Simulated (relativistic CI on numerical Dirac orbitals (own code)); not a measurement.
**Pt¹⁵⁺: sensitivity of the levels to the model**

Base calculation: Dirac-Coulomb-Breit CI, orbitals from a KLI potential per configuration, QED by a radiative potential, unscaled Slater integrals.

Configurations in the expansion (outside the closed core [Kr] 4d10): 4f14 5s2 5p, 4f14 5s 5p2, 4f14 5s2 5d, 4f13 5s2 5p2, 4f14 5s 5p 5d, 4f14 5s2 5f, 4f13 5s2 5p 5d, 4f14 5s2 5g, 4f14 5s 5p 5f, 4f14 5s2 6s, 4f14 5p2 5d, 4f14 5s2 6p, 4f14 5s 5d2, 4f14 5s 5p 5g, 4f13 5s2 5p 6s, 4f14 5p2 6s, 4f14 5s 5p 6s, 4f14 5s2 6d, 4f14 5s 5d 6s, 4f13 5s2 5p 5f, 4f13 5s2 5p 6p, 4f14 5p3, 4f13 5p4, 4f13 5p3 5d, 4f14 5p 5d2, 4f14 5d3, 4f13 5p2 5d2, 4f14 5d2 5f, 4f13 5p 5d3, 4f14 5p2 5f, 4f13 5p3 5f, 4f13 5p2 5d 5f. Double excitations out of closed p, d and f shells are left out; levels of such configurations are missing from the list, as are those of other unlisted configurations, and high levels can miss mixing partners. Some configurations lack a partner that the ground configuration has and come out too high, among them 4f13 5s2 5p 6s, 4f13 5s2 5p 6p, 4f14 5s2 5g, 4f14 5s2 6s, 4f14 5s2 6p.

Variants: (1) valence Slater integrals scaled by 0.9; (2) Breit term removed. Shifts of the energy above 4f14 5s2 5p 2P°_1/2, in cm⁻¹, for the lowest level and the first level of each name with at least 55 % of one term (blank where a level changes its place among those of its configuration and J or its character, or is not in the variant):

```
                 Level    Base   Δ(1)   Δ(2)
   4f14 5s2 5p 2P°_1/2       0      0      0
   4f14 5s2 5p 2P°_3/2  162340   +411  +1752
    4f14 5s 5p2 4P_1/2  305317  +1634  -1256
  4f13 5s2 5p2 4F°_9/2  402053  +1142  -3304
 4f13 5s2 5p2 2H°_11/2  421147   -827  -3144
  4f13 5s2 5p2 2D°_5/2  425451  -1151  -3332
    4f14 5s 5p2 4P_3/2  426107  +4457   +493
  4f13 5s2 5p2 2G°_9/2  433947  -1887  -3185
  4f13 5s2 5p2 2P°_1/2  446979   -802  -2197
  4f13 5s2 5p2 2H°_9/2  449185   -966  -1970
  4f13 5s2 5p2 2D°_3/2  460476  -2200  -2187
    4f14 5s 5p2 2D_3/2  497787   -951   +667
    4f14 5s 5p2 2P_1/2  516342  -4772   +394
 4f13 5s2 5p2 4G°_11/2  584722   -722  -1333
  4f13 5s2 5p2 4D°_1/2  614073   -985   -281
    4f14 5s 5p2 2S_1/2  678829  -4783  +2281
    4f14 5s2 5d 2D_5/2  719568  -1865  +3491
 4f14 5s 5p 5d 4F°_3/2  922336  +4749  +1402
 4f13 5s2 5p 5d 4I_9/2  927689  +3277   -991
4f13 5s2 5p 5d 4G_11/2  956601   +713  -1627
```

At this charge transitions that keep the count of f electrons are usually good to a few per cent. Levels and lines within the n = 5 or 6 shells can be off by up to 10 % or somewhat more, and those that change n by about 2 %, since core polarisation is missing. Levels that differ in their count of f electrons can be misplaced by several ten thousand cm⁻¹, since the correlation energy of f electrons is missing or only estimated; rates across such gaps can be off by orders of magnitude.

Ionisation energy from one configuration of each of the two ions, the ground ones as tabulated or assumed: base 350.61 eV; Breit term removed 351.133 eV. The NIST ASD value (theoretical) is 358 ± 17 eV.

LS names give the leading component of a level, which can be under half, so a name can repeat, a term be missing and a line seem to break the LS rules.
